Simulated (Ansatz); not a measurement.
`[SH][Ge][Cl]` + `[OH][In]([Cl])[Br]` → `[SH][Ge][Br]` + `[OH][In]([Cl])[Cl]`  (redistribution)

Calculated with Ansatz (gas phase, PBE0-D4/def2-TZVP geometries, no zero-point term in ΔE). CCSD(T)/CBS is the MP2 limit (def2-TZVPP, def2-QZVPP) plus CCSD(T) − MP2 in def2-TZVPP, frozen cores. Functionals use def2-TZVPP. HSE06 is defined as in plane-wave codes. Elements past krypton have def2 core potentials. For Br, Ge, In outer-core shells are correlated without core-valence functions, which leaves a few kJ/mol of doubt a bond. Scalar relativity is left out up to krypton. Each species was taken in one conformer, which may not be the lowest.

(1) Is it downhill or uphill in electronic energy at CCSD(T)/CBS, and by how much? (Best estimate.)

(2) What do these levels give: revPBE-D4, ωB97X-V, r2SCAN, r2SCAN0, HSE06, MP2/def2-SVP, CCSD/def2-SVP, CCSD(T)/def2-SVP, HF/def2-TZVPP, MP2/def2-TZVPP, MP2/CBS(def2), CCSD/CBS(def2)? (An estimate is asked.)

Largest T1 diagnostic among the species: 0.014.

## Answers

(1) The calculation gave: Uphill: ΔE = +11.2 kJ/mol.

(2) Ansatz gave: revPBE-D4 8.9, ωB97X-V 11.3, r2SCAN 9.9, r2SCAN0 10.3, HSE06 9.7, MP2/def2-SVP 8.6, CCSD/def2-SVP 9.8, CCSD(T)/def2-SVP 9.5, HF/def2-TZVPP 11.6, MP2/def2-TZVPP 10.5, MP2/CBS(def2) 11.5, CCSD/CBS(def2) 11.7 kJ/mol.

Leaving LDA and LC-ωPBE aside and taking each functional with its dispersion term where it has one, the values spread over 2.4 kJ/mol, from revPBE-D4 to ωB97X-V.
